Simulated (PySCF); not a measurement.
**Be⁺ (beryllium, charge +1) across methods**

[He] 2p1, 2P determinant (an excited configuration). Computed with PySCF 2.14 in aug-cc-pCVTZ-DK with one added diffuse shell each of s, p, d, f type (8s7p5d3f, 75 functions), with scalar relativity by spin-free X2C-1e.

```csv
method,E (hartree),mean ε 1s α (eV),mean ε 1s β (eV),mean ε 2p α (eV),Σ⟨r²⟩ (bohr²),⟨S²⟩
HSE06,-14.1803,-123.30,-122.99,-11.406,7.061,0.750
PBE0,-14.1771,-123.70,-123.40,-11.793,7.072,0.750
M06-L,-14.2256,-120.43,-120.29,-11.056,6.958,0.750
TPSS,-14.2124,-119.54,-119.25,-10.926,7.006,0.750
r2SCAN,-14.1984,-120.26,-120.03,-11.010,7.011,0.750
LDA,-13.9889,-116.62,-116.31,-10.679,7.120,0.750
LC-wPBE,-14.1746,-123.88,-123.57,-14.319,6.905,0.750
UHF,-14.13294,-140.19,-139.92,-14.141,7.287,0.750
```

Q: Estimate the same row for PBE.

A: E (hartree) = -14.1747; mean ε 1s α (eV) = -117.97; mean ε 1s β (eV) = -117.65; mean ε 2p α (eV) = -10.895; Σ⟨r²⟩ (bohr²) = 7.049; ⟨S²⟩ = 0.750.
